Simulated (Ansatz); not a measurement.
System: MnO, charge 0, multiplicity 6. The spin state was set by rule; other spins were not relaxed. 
Structure (B3LYP-D3(BJ)/def2-TZVP (Ansatz, a program for electronic structure) minimum search):
```xyz
2

Mn     0.0000     0.0000    -0.3954
O      0.0000     0.0000     1.2356
```
Charge 0, spin multiplicity 6.

Parts of the frozen-core correlation energy in def2-SVP (Ansatz, hartree). Frozen orbitals: 10; correlated occupied orbitals by spin: 9 and 4; virtual: 26 and 31. UHF or UKS for open shells. No spin-orbit coupling. No relativistic terms.

```
term                             value
-------------------------  -----------
reference (HF)             -1224.43012
MP2 opposite-spin             -0.13225
MP2 same-spin                        …
CCSD correlation                     …
(T)                                  …
CCSDT minus CCSD(T)           -0.00494
T1 diagnostic                    0.085
largest doubles amplitude        0.065
<S^2> of the reference           9.533
```

Task: Some entries are withheld; supply them.

Result: 
- MP2 same-spin, value: -0.09895
- CCSD correlation, value: -0.27476
- (T), value: -0.01176
